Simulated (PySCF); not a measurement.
## Nonlinear optical response: `N#Cc1cc(-c2cccs2)n2ccccc12`, C$_{13}$H$_{8}$N$_{2}$S

Cartesian coordinates in Å; atom numbers follow the order of the lines, from 1:
```xyz
24

N    -3.120   -3.597    0.801
C    -2.393   -2.729    0.609
C    -1.508   -1.673    0.375
C    -0.111   -1.735    0.332
C     0.387   -0.462    0.072
C     1.779   -0.134   -0.044
C     2.814   -1.028    0.084
C     4.087   -0.451   -0.075
C     4.035    0.881   -0.325
S     2.418    1.457   -0.370
N    -0.689    0.385   -0.045
C    -0.748    1.720   -0.295
C    -1.947    2.357   -0.368
C    -3.153    1.648   -0.185
C    -3.105    0.305    0.066
C    -1.863   -0.336    0.137
H     0.471   -2.623    0.476
H     2.669   -2.073    0.287
H     5.004   -1.008   -0.006
H     4.837    1.573   -0.487
H     0.183    2.243   -0.431
H    -1.970    3.416   -0.567
H    -4.095    2.168   -0.246
H    -3.996   -0.286    0.213
```

Level of theory: quadratic response PBE0/def2-SVPD first hyperpolarisability, Taylor convention, gas phase (PySCF 2.14.0). Geometry: GFN2-xTB.

(1) Give β for the processes computed.

(2) Which lowest excitations, dipole and polarisabilities go with it?

## Answers

(1) In au, Taylor convention; the vector part is βᵢ = ⅓ Σⱼ (βᵢⱼⱼ + βⱼᵢⱼ + βⱼⱼᵢ); β∥ is 3/5 of the vector part along the dipole, the dipole points from − to +:
```csv
process,λ (nm),β vector norm,β∥,β HRS,depolarisation ratio
"static β(0;0,0)",∞,834.9,-443.0,546.4,2.26
"second harmonic β(−2ω;ω,ω)",1064,1817.1,-904.0,1072.4,2.42
"Pockels β(−ω;ω,0)",1064,1047.8,-543.9,–,–
"second harmonic β(−2ω;ω,ω)",800,4644.5,-2275.2,2602.8,2.32
"Pockels β(−ω;ω,0)",800,1270.7,-648.5,–,–
```

(2) S1 3.46 eV (f = 0.052); S2 3.76 eV (f = 0.416); S3 4.54 eV (f = 0.126); dipole 5.77 D; isotropic α 197.9 au static, 203.3 au at 1064 nm, 208.0 au at 800 nm, 226.3 au at 532 nm, 282.5 au at 400 nm.
